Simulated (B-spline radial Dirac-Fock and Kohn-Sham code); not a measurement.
## Electron momentum distribution of Mn⁷⁺: Compton profiles

System: the Mn⁷⁺ ion, configuration [Ne] 3s2 3p6, inside a Watson sphere of charge -7 and radius 2.2 Å (a model of the Madelung potential; inside it an electron's potential energy is raised by 45.8 eV).

The run's input, task.json:

```json
{"items": [{
  "Z": 25,
  "q": 7,
  "cfg": [[1, 0, 2], [2, 0, 2], [2, 1, 6], [3, 0, 2], [3, 1, 6]],
  "A": 55,
  "rrms": 3.7057,
  "watson": [-7, 2.2],
  "do": ["scatter"],
  "s": [0.0, 0.05, 0.1, 0.15, 0.2, 0.25, 0.3, 0.35, 0.4, 0.45, 0.5, 0.6, 0.7, 0.8, 0.9, 1.0, 1.1, 1.2, 1.4, 1.6, 1.8, 2.0, 2.5, 3.0, 3.5, 4.0, 5.0, 6.0],
  "pz": [0, 0.1, 0.2, 0.3, 0.4, 0.5, 0.6, 0.8, 1.0, 1.2, 1.4, 1.6, 1.8, 2.0, 2.5, 3.0, 4.0, 5.0, 7.0, 10.0, 15.0, 20.0, 30.0, 40.0, 60.0, 100.0],
  "hv_scatter": [5000, 17479.3, 20000, 30000, 50000, 200000, 500000, 1000000]
}]}
```

Run with: `python xray_run.py task.json out`

Level of theory: the impulse approximation on relativistic Hartree-Fock (Dirac-Fock) wave functions, averaged over the configuration; a radial B-spline solver. pz is in atomic units of momentum; subshell profiles are per electron, for a selection of subshells; open shells are spread over both j values by their weights.

```csv
pz,J total,J 1s1/2,J 2p1/2,J 3p1/2,J 3p3/2
0,2.614,0.0345,0.0671,0.203,0.204
0.2,2.601,0.0345,0.0671,0.203,0.204
0.3,2.584,0.0345,0.0671,0.202,0.204
0.4,2.560,0.0345,0.0671,0.202,0.204
0.5,2.530,0.0345,0.0671,0.202,0.203
0.6,2.492,0.0345,0.0671,0.201,0.202
0.8,2.397,0.0344,0.0671,0.197,0.199
1,2.278,0.0344,0.0670,0.191,0.192
1.2,2.137,0.0343,0.0669,0.182,0.183
1.4,1.980,0.0342,0.0668,0.169,0.170
1.6,1.815,0.0341,0.0666,0.154,0.154
1.8,1.649,0.0340,0.0664,0.137,0.137
2,1.489,0.0338,0.0661,0.119,0.118
2.5,1.139,0.0334,0.0648,0.0760,0.0752
3,0.8863,0.0330,0.0628,0.0434,0.0426
4,0.6084,0.0318,0.0568,0.0122,0.0119
5,0.4709,0.0305,0.0488,0.00554,0.00556
7,0.2963,0.0272,0.0314,0.00486,0.00491
10,0.1449,0.0216,0.0134,0.00261,0.00258
15,0.05231,0.0132,0.00288,0.000556,0.000536
20,0.02313,0.00752,0.000688,0.000127,0.000120
30,0.005895,0.00231,6.29e-05,1.10e-05,9.88e-06
40,0.001833,0.000765,9.55e-06,1.62e-06,1.39e-06
60,0.0002766,0.000120,< 1e-6,< 1e-6,< 1e-6
100,2.028e-05,9.02e-06,< 1e-6,< 1e-6,< 1e-6
```

J(0) = 2.614. The 3p3/2 subshell gives the largest part, 31 %.

Mean momentum ⟨p⟩ by subshell (a.u.): 1s1/2 21.2, 2s1/2 6.99, 2p1/2 9.40, 2p3/2 9.29, 3s1/2 3.12, 3p1/2 3.64, 3p3/2 3.62.

Values without a named source are computed, but for edge energies of neutral atoms, which are taken from tables.
